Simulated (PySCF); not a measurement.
**Spin states and ions at one geometry of [BiCl4]−**

PySCF 2.14.0, RKS r2SCAN, Bi def2-SVP with ECP60, Cl def2-SVP; non-relativistic Hamiltonian with scalar-relativistic core potentials where named; density fitting; no spin-orbit coupling; singlets restricted, open shells unrestricted. The geometry is relaxed for charge -1, singlet, vacuum:

```xyz
5

Bi    0.0000    0.0000    0.0000
Cl    1.5125    1.5125    1.5125
Cl   -1.5125   -1.5125    1.5125
Cl    1.5125   -1.5125   -1.5125
Cl   -1.5125    1.5125   -1.5125
```

Energies count from the relaxed state; an electron taken off or put on is at rest in vacuum. Charges and spins are Mulliken's.

```csv
state,energy (eV),spin squared,charge on Bi1 (e),spin on Bi1 (e),dipole about the centre of mass (D)
"charge -1, singlet, vacuum",0.00,0.00,0.96,0.00,0.00
"charge 0, doublet, vacuum",4.82,0.76,1.04,-0.04,0.00
```

**Question.** What does the state charge -1, triplet, vacuum give?

**Answer.** energy (eV) 3.76, spin squared 2.01, charge on Bi1 (e) 0.59, spin on Bi1 (e) 0.89, dipole about the centre of mass (D) 0.20.

With an electron taken off (doublet) the charges change, summed by element, by Bi +0.08 e, Cl +0.92 e. The vertical ionisation energy is 4.82 eV, against −ε(HOMO) = 2.33 eV of the relaxed state. The level lies 2.5 eV too high, as is usual for semilocal functionals and global hybrids, which keep a self-interaction error.

Open shells may have lower solutions than those found. The basis has no diffuse functions, which an anion needs.

No frequency check is given that shows the relaxed geometry to be a minimum.
